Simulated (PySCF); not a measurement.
Computed shifts of a molecule C3H8O2Si, KT2/pcSseg-1 run with PySCF, GIAO, gas phase, equivalent atoms averaged, in ppm (number of nuclei): ²⁹Si: -6.8 (1). ¹³C: 167.9 (1), 23.1 (1), -0.9 (1). ¹H: 5.54 (1), 4.98 (1), 2.28 (3), 0.78 (3). References: ²⁹Si against TMS (σ = 361.9 ppm); ¹³C against TMS (σ = 185.1 ppm); ¹⁷O against H2O (σ = 330.4 ppm); ¹H against TMS (σ = 31.47 ppm), references at their B3LYP-D3(BJ)/def2-TZVP geometries, non-relativistic. The structure is a stationary point at PBE0-D3(BJ)/def2-SVP. Other conformers were not sampled.

**Question.** Which structure fits?
A) C=C(OC)[SiH2]O
B) O=CCOC[SiH3]
C) C[SiH2]OC(C)=O
D) O[SiH2]OC1CC1

**Answer.** C, C[SiH2]OC(C)=O
